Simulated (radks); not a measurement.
Results of a calculation; reference values are marked as such.
Effect of the nuclear size on the terbium ion Tb3+, [Xe] 4f8. Level of theory: Dirac Kohn-Sham, PBE, spin-unpolarised, spherical densities, finite nucleus; open shells fill j = l - 1/2 first; Fermi nuclear charge, rms radius 5.06 fm (a radial shooting solver on a logarithmic mesh with Libxc functionals). The rms radius is varied about that value; shifts are against it.

rms radius (fm)  total energy shift (eV)  density at nucleus (e/bohr^3)  1s1/2 shift (meV)  2s1/2 shift (meV)  4p1/2 shift (meV)  5s1/2 shift (meV)  5p1/2 shift (meV)  4f7/2 shift (meV)  6s1/2 (empty) shift (meV)
4.3971                             -5.51                      7.125e+05              -2270               -295              0.294              -2.47              0.106              0.349                     -0.447
4.5692                             -4.14                      7.054e+05              -1700               -221              0.221              -1.86              0.080              0.262                     -0.336
5.06                                   0                      6.867e+05              0.000              0.000              0.000              0.000              0.000              0.000                      0.000
5.3231                              2.35                      6.776e+05                965                125             -0.125               1.05             -0.045             -0.148                      0.190
6.3048                              11.9                      6.481e+05               4880                634             -0.628               5.32             -0.228             -0.750                      0.962

Slopes of the eigenvalues against <r^2> in GHz/fm^2, as finite differences over the two radii next to the reference (eigenvalue slopes, not the field-shift constants of lines): 1s1/2 86500, 2s1/2 11200, 4p1/2 -11.2, 5s1/2 94.3, 5p1/2 -4.05, 4f7/2 -13.3, 6s1/2 (empty) 17.1.
